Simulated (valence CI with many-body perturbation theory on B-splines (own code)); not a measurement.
Results of a calculation; reference values are marked as such.
# Run record, Pm XLVII

The program does CI of the valence electrons with many-body perturbation theory for a frozen closed Dirac-Fock core.

Command, and the settings that its task file holds:

```sh
python run_cv.py task.json out
```

```
atom Pm  Z=61  mass_number=145  rms_radius_fm=4.9620
core [Ne]
valence 3s5
avg = 1
basis = S
breit = 1
cap = 10000
capref = 1200
cscale = 1
de = 0.0
dress = 0
eps = 2e-08
extrap = 1
h = 0.27
hh = 1
l2 = 3
lcore = 6
maxit = 60
n2 = 5
natural = 1
nlev = 21
nno = [3, 3, 3, 2, 1]
nroot = 26
nsp = [3, 3, 2, 1, 0]
pt2 = 1
qed = 1
rpa = 1
s1 = 1
s2 = 1
s3 = 1
screen = 1
tol = 2e-05
whole = 1
```

What became of the run, and why?

It gave no result: a shell was given more electrons than it holds. The program said: "a valence shell holds more than 4l+2 electrons".
